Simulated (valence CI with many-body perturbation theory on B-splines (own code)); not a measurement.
# Co⁶⁺ in brief

Level of theory: relativistic CI+MBPT: three valence electrons over a frozen Dirac-Fock core [Ar], a basis of 9 s, 9 p, 10 d, 8 f, 5 g, 3 h, 1 i functions for each j, with the one-electron correlation potential Σ1, the two-electron term Σ2, the three-electron term Σ3, Breit, model QED; selected CI, second order for the rest, scaled by the run's own slope (own B-spline code, finite nucleus).

Set against measurement, 6 paired levels are off by 282 cm⁻¹ on average, the worst by 613. These come from a selection out of Sugar and Corliss, J. Phys. Chem. Ref. Data 10, 1097 (1981). Levels without a partner in it may be off by more, other configurations by 1,000 to 8,000 cm⁻¹. The list stops below the first excitations out of the core. Only levels of the ground parity were solved; by the run's estimate the other parity begins above the list, which can be wrong where configurations are misplaced.

Rates and lifetimes use the calculated energies. Strong lines usually hold to 10 to 20 %, long lifetimes can be off by a factor of two.

(1) What is the ground level?

(2) Name the longest-lived excited levels whose lifetime is computed, and their main decay.

(3) What is the ionisation energy?

(4) How well does LS coupling describe the low levels?

(5) How is the term 4F of the ground level split?

Results:

(1) 3d3 4F_3/2, composition 100 % 3d3 4F, g = 0.399.

(2) 3d3 4F_5/2 at 0.087 eV lives 66.9 s, mostly by M1 to 3d3 4F_3/2; 3d3 4F_7/2 at 0.201 eV lives 29.4 s, mostly by M1 to 3d3 4F_5/2; 3d3 4F_9/2 at 0.337 eV lives 28.0 s, mostly by M1 to 3d3 4F_7/2.

(3) 128.76 eV; NIST lists 128.9 ± 0.5 eV (semi-empirical).

(4) Among the lowest 20 levels the leading LS term, summed over configurations, holds 95 % on average. For single configurations the figures are 95 % in LS and 62 % in jj coupling. Terms mix most in the J = 3/2 level at 3.712 eV, where the leading one holds 54 %.

(5) J = 3/2 at 0.000, J = 5/2 at 0.087, J = 7/2 at 0.201, J = 9/2 at 0.337 eV.
